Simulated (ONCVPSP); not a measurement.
Before and after: ONCV potential for Cr (Z = 24)

```
Element                 : Cr
Generator               : ONCVPSP 4.0.1
Type                    : optimised norm-conserving Vanderbilt (ONCV)
Functional              : PBEsol
Relativity              : scalar-relativistic
Frozen core             : [Ne]
Valence charge          : 14
Reference configuration : 3s2 3p6 3d5 4s1
Partial waves           : 3s+4s: rc 1.30 bohr, ncon 4, nbas 9, qcut 8.2 1/bohr, 2 projectors; 3p: rc 1.20 bohr, ncon 4, nbas 8, qcut 11.4 1/bohr, 2 projectors, debl 3.9 Ha; 3d: rc 1.85 bohr, ncon 3, nbas 7, qcut 6.9 1/bohr, 2 projectors, debl 3.3 Ha
Local potential         : polynomial inside 0.95 bohr (lpopt 3, dvloc0 0 Ha)
Core correction         : polynomial model core, fcfact 0.5
```

Change: s: qcut 12.1.

Cutoffs: the cutoffs (Ha) at which the residual kinetic energy of the hardest occupied pseudo-wave falls to 1 and 0.1 mHa per electron; they do not see the model core or the augmentation charge, which bear on the density cutoff. Errors are all-electron minus pseudo energies relative to the spin-unpolarised reference configuration.

**Question.** How do hardness, ghosts and transferability respond?

**Answer.** The potential gets harder (26 Ha and 39 Ha → 41 Ha and 49 Ha); of the 3 tests that both files solve, the error grows in 0 and shrinks in 1 by more than 15 % and 0.3 meV (median size 10.4 → 10.4 meV); neither file shows a bound ghost. The waves are optimised to have the least kinetic energy above qcut, so the cutoff follows it (qcut²/2 in Ha).

| quantity | base | changed |
| --- | --- | --- |
| cutoff, loose | 26 Ha | 41 Ha |
| cutoff, tight | 39 Ha | 49 Ha |
| loose cutoff by channel | s 26 Ha, p 25 Ha, d 21 Ha | s 41 Ha, p 25 Ha, d 21 Ha |
| bound ghosts | none | none |
| GHOST(+) flags under 300 eV | none | none |
| tests with a reliable result | 3 of 4 | 3 of 4 |
| error for 3s2 3p6 3d5 4s0, meV [ΔE 6.87 eV] | +9.3 | +9.7 |
| error for 3s2 3p6 3d4 4s0, meV [ΔE 22.89 eV] | +10 | +10 |
| error for 3s1 3p6 3d5 4s1, meV [ΔE 80.04 eV] | -473 | -370 |
| s: phases at 1.32 bohr within 0.05 rad from the reference energy up to (Ha; the scan ends near 5) | to the end of the scan | to the end of the scan |
| p: phases at 1.22 bohr within 0.05 rad from the reference energy up to (Ha; the scan ends near 5) | to the end of the scan | to the end of the scan |
| d: phases at 1.88 bohr within 0.05 rad from the reference energy up to (Ha; the scan ends near 5) | to the end of the scan | to the end of the scan |
| rms error of d²Exc/dni dnj with the model core, mHa | 1.01 | 0.77 |
